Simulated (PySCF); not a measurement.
# Sc²⁺: ionisation energy

Sc²⁺ [Ar] 3d1 (2D) → Sc³⁺ [Ar] (1S), as a difference of total energies. Calculation: PySCF 2.14, in aug-cc-pVDZ (7s6p4d2f, 59 functions); the non-relativistic Hamiltonian (point nucleus). The calculations carry no spin-orbit coupling.

| method | ionisation energy (eV) |
| --- | --- |
| UHF | 24.271 |
| M06-L | 25.196 |
| PBE0 | 25.668 |

These non-relativistic numbers lack the scalar-relativistic shift.

The reference lies between the lowest fine-structure levels, while these numbers refer to the centres of the terms.

For comparison: 24.757 eV (measured; NIST Atomic Spectra Database, ionization energies).
